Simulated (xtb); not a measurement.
CsBr, SMILES [Cs][Br]. All values are semi-empirical tight-binding results from xtb (GFN2-xTB unless named), good for trends rather than for accurate numbers. Geometry: GFN2-xTB.

For metal compounds this method's bond lengths and energies can be far off.

```
Item                           Value
---------------------------  -------
point group as xtb finds it      C∞v
orbital gap                  1.99 eV
```
